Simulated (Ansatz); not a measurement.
**Reading a saddle point**

A first-order saddle point of BNH$_{8}$O$_{2}$, singlet, PBE0-D4/def2-TZVP, with one imaginary mode of 857i cm⁻¹:

```
atom    x (Å)    y (Å)    z (Å)
  B1  -1.1204  -0.1999  -0.1127
  N2   0.1485  -0.9933  -0.5561
  H3  -1.6237   0.3358  -1.0713
  H4  -1.8843  -0.8533   0.5635
  H5   0.4954   1.0634   0.6476
  O6  -0.5981   0.9675   0.8227
  H7   1.1780  -0.1228  -0.2651
  O8   1.7073   0.7555   0.2365
  H9   0.1153  -1.2200  -1.5410
 H10   0.2811  -1.8629  -0.0547
 H11  -0.7731   0.7731   1.7456
 H12   2.0741   1.3571  -0.4150
```

Ansatz 0.2.0; basis: def2-TZVPP and def2-QZVPP; cores frozen in the correlated methods. Extrapolation: Hartree–Fock as exp(−7.88 √X), correlation as X^−2.97.

(1) Which contacts change along the imaginary mode, and what lies on either side? (Judge from chemistry; the calculation decides.)

(2) Which side is lower, and how far does the saddle lie above each? (An estimate is asked for; the value comes from the calculation.)

The T1 diagnostic stays at or below 0.011.

Results:

(1) The calculation gives: The step is BNH₄ ([BH2][NH2]) + H₂O + H₂O → BH₃O ([BH2][OH]) + H₂O + NH₃ (still joined by a long B–N bond), with the molecules in contact on both sides. Shortening one way: B1–O6, N2–H7, H5–O8; lengthening the same way: B1–N2, H5–O6, H7–O8.
| pair | one side (Å) | saddle (Å) | other side (Å) |
| --- | --- | --- | --- |
| B1–O6 | 1.66 | 1.58 | 1.46 |
| N2–H7 | 1.68 | 1.38 | 1.03 |
| H5–O8 | 1.55 | 1.32 | 0.98 |
| B1–N2 | 1.52 | 1.56 | 1.65 |
| H5–O6 | 1.02 | 1.11 | 1.74 |
| H7–O8 | 1.02 | 1.14 | 1.90 |

(2) The calculation gives: The side with B1–O6, N2–H7, H5–O8 short is lower by 70.9 kJ/mol; the saddle lies 86.6 kJ/mol above it and 15.7 kJ/mol above the other (CCSD(T) at an estimated basis limit (MP2 extrapolated from triple and quadruple zeta, plus CCSD(T) − MP2 in triple zeta); electronic energies).

The step is the kind of ligand exchange by which a precursor binds to a hydroxyl group, or is hydrolysed, in atomic layer deposition of oxides.

Labels in which every atom is bracketed show which atoms are joined, not bond orders.

For scale, one of the runs: CCSD(T)/def2-TZVPP, 236 basis functions, launched by `ansatz run in.yaml --threads 4 --pin off --events-out ev --progress --plain --max-ram 9574MiB`. Hardware: 4 CPU threads of an Intel Xeon, shared host. Wall time 2.8 min; peak host memory 4.7 GiB.
